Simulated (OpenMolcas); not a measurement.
## Ta4+: moving or changing the point charges

Ta4+ among 3 point charges of -2 e arranged as a planar triangle (D3h), 2.19 Å from the ion.

```yaml
Program: OpenMolcas
Method: "SS-CASPT2, IPEA 0.25 Eh, imaginary shift 0.1 Eh (closed shells correlated: 4f 5s 5p)"
Basis: ANO-RCC-VDZP [7s6p4d2f1g]
Scalar_Hamiltonian: DKH2, point nucleus
Active_space: 1 electron in 5 orbitals (5d)
State_averaging: 2S+1 = 2 even, 5 roots
Spin-orbit_coupling: RASSI with atomic mean-field integrals over the reference wave functions
```

Runs around this geometry, states (labels of D3, the rotations of D3h). Energies in cm-1 above the lowest state or level, χT in cm3 K/mol.

```json
{"R (Å)": "2.19", "q (e)": "-1.3", "Ground state": "2A1", "First state of that spin": "2E 3100", "First gap with spin-orbit (degeneracies)": "5990 (2, 2)", "χT at 300 K": "0.140"}
{"R (Å)": "2.19", "q (e)": "-2", "Ground state": "2A1", "First state of that spin": "2E 6840", "First gap with spin-orbit (degeneracies)": "8510 (2, 2)", "χT at 300 K": "0.107"}
{"R (Å)": "2.29", "q (e)": "-2", "Ground state": "2A1", "First state of that spin": "2E 5720", "First gap with spin-orbit (degeneracies)": "8030 (2, 2)", "χT at 300 K": "0.108"}
```

Taking the first state of the same spin as R^-n, n = -ln(5720 / 6840) / ln(2.29 / 2.19) = 4.0 between the shortest and longest distance.

Scaling the charges by -1.3 / -2 = 0.65 scales the first state of the same spin by 3100 / 6840 = 0.45; with fixed orbitals a first-order splitting would follow the charge.

Roots that are degenerate in the reference are averaged as groups; the widest CASPT2 spread within a group is 79 cm-1 (the 2-fold group of multiplicity 2 near 12800 cm-1 above the lowest state of its run, R = 2.19, q = -1.3). Shifts and gaps below about the spread of the groups concerned are not significant. Free-ion shares, where given, are those of the reference states; single-state CASPT2 does not remix them. Spin-orbit coupling mixes the spin-free states strongly: the lowest level takes only 61 % from its leading state, 2A1 (holds for R = 2.19, q = -1.3). Point charges carry no covalency, so the field is a model and not that of real ligands. No measured value stands beside these numbers.
